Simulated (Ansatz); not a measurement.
Program: Ansatz. Geometries: PBE0-D4/def2-TZVP. ΔE: electronic, gas phase. CBS: MP2 limit from def2 TZ/QZ plus the TZ coupled-cluster correction, frozen cores. Functionals use def2-TZVPP. For Ge outer-core shells are correlated without core-valence functions, which leaves a few kJ/mol of doubt a bond. Scalar relativity is left out up to krypton. One conformer a species, not always the lowest.

Reaction (cleavage of the Si–Ge bond): `[SiH3][GeH]1[CH2][NH]1` + `C=C(O)F` → `C=C(F)O[SiH3]` + `[CH2]1[NH][GeH2]1`

`[SiH3][GeH]1[CH2][NH]1`:

Z-matrix (Å, degrees):
```
Si
Ge 1 2.352
H 1 1.486 2 111.2
H 1 1.487 2 106.4 3 -119.2
H 1 1.486 2 111.7 3 121.6
C 2 1.933 1 117.0 3 105.7
N 2 1.899 1 114.7 3 155.8
H 2 1.529 1 123.0 3 -64.7
H 6 1.088 2 117.7 1 -12.8
H 6 1.086 2 118.1 1 -155.3
H 7 1.014 2 112.9 1 0.8
```

`C=C(O)F`:

Cartesian coordinates in Å:
```
C 0.379 -0.897 -0.433
C -0.098 0.150 0.215
O -0.342 1.356 -0.301
F -0.401 0.102 1.517
H 0.534 -1.825 0.092
H 0.610 -0.815 -1.483
H -0.681 1.929 0.394
```

`C=C(F)O[SiH3]`:

```xyz
10

C     1.425   -0.721   -1.414
C     0.709   -0.374   -0.360
F     1.124   -0.653    0.887
O    -0.452    0.261   -0.365
Si   -1.354    0.701    0.972
H     2.362   -1.238   -1.282
H     1.065   -0.482   -2.403
H    -2.535    1.369    0.387
H    -0.589    1.635    1.831
H    -1.754   -0.498    1.746
```

`[CH2]1[NH][GeH2]1`:

Z-matrix (Å, degrees):
```
C
Ge 1 1.917
N 1 1.475 2 65.8
H 1 1.088 2 117.3 3 111.0
H 1 1.086 2 119.8 3 -105.1
H 2 1.526 1 118.2 3 -100.5
H 2 1.523 1 123.5 3 91.1
H 3 1.014 1 111.7 2 108.2
```

Is it downhill or uphill in electronic energy at CCSD(T)/CBS, and by how much? (Estimate.)

Ansatz gave: Downhill: ΔE = -13.2 kcal/mol.

What do these levels give: r2SCAN-D4, B2PLYP, PBE, PBE0, CCSD(T)/def2-TZVPP, CCSD/CBS(def2)? (An estimate is asked.)

Computed: r2SCAN-D4 -11.8, B2PLYP -14.3, PBE -8.3, PBE0 -10.0, CCSD(T)/def2-TZVPP -13.6, CCSD/CBS(def2) -14.1 kcal/mol.

Largest T1 diagnostic among the species: 0.013.

In def2-TZVPP, CCSD(T) changes the Hartree–Fock value by +6.0 kcal/mol (the triples alone add +0.9 kcal/mol) and MP2 by +5.5 kcal/mol. From PBE to PBE0 (25 % exact exchange), in def2-TZVPP and without D4, ΔE moves by −1.7 kcal/mol.
